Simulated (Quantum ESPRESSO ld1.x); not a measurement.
Valence configurations of Si IV (all share [Ne]). Method: scalar-relativistic Kohn-Sham, LDA (Slater exchange, Perdew-Wang correlation), spin-polarised, spherical densities, point nucleus; open shells are filled with parallel spins first; computed with ld1.x of Quantum ESPRESSO 7.5. Energies are relative to 3s1; eigenvalues in eV for spin up.

\begin{tabular}{lrrrr}
valence & E (eV) & moment (Bohr magnetons) & e(3p) & e(3s) \\ \hline
3s1 & 0.000 & 1 & - & -40.509 \\
3p1 & 8.718 & 1 & -32.324 & - \\
3s0.5 3p0.5 & 4.361 & 1 & -32.062 & -40.780 \\
\end{tabular}

NIST lists [Ne] 3s1 as the ground configuration; this level of theory agrees among the configurations tried. The energies are those of spherical high-spin densities, not of single terms.
